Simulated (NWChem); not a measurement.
Species: GeH4TeO; SMILES O[Te][GeH3]

```xyz
7

Te     0.3282     0.8807     0.2157
O     -1.6001     1.2809    -0.2164
H     -2.0578     1.3190     0.6336
Ge    -0.0190    -1.6571     0.0614
H      1.3385    -2.3214     0.3611
H     -1.0648    -2.0990     1.1010
H     -0.5002    -2.0314    -1.3499
```
Atoms are numbered in this order, from 1.

Level: PBE0/def2-SVP with def2 effective core potentials on Te (NWChem), optimised geometry, unscaled harmonic frequencies. def2 effective core potentials on Te; no spin-orbit coupling.

List the harmonic frequencies with IR intensities, and the thermochemistry.


```csv
frequency (cm⁻¹),IR intensity (km/mol)
102,0.4
109,1.5
235,2.1
338,79.2
490,8.0
510,6.4
593,48.7
799,288.0
866,37.4
882,40.2
1017,47.4
2147,82.0
2158,102.2
2168,87.6
3862,96.8
```

```json
{
 "zero_point_energy": "23.3 kcal/mol",
 "thermal correction to the enthalpy at 298.15 K (with zero-point energy)": "27.6 kcal/mol",
 "heat capacity Cv": "18.9 cal/(mol K)",
 "entropy at 298.15 K and 1 atm (symmetry number 1)": "81.8 cal/(mol K)"
}
```

Rigid rotor and harmonic oscillator.
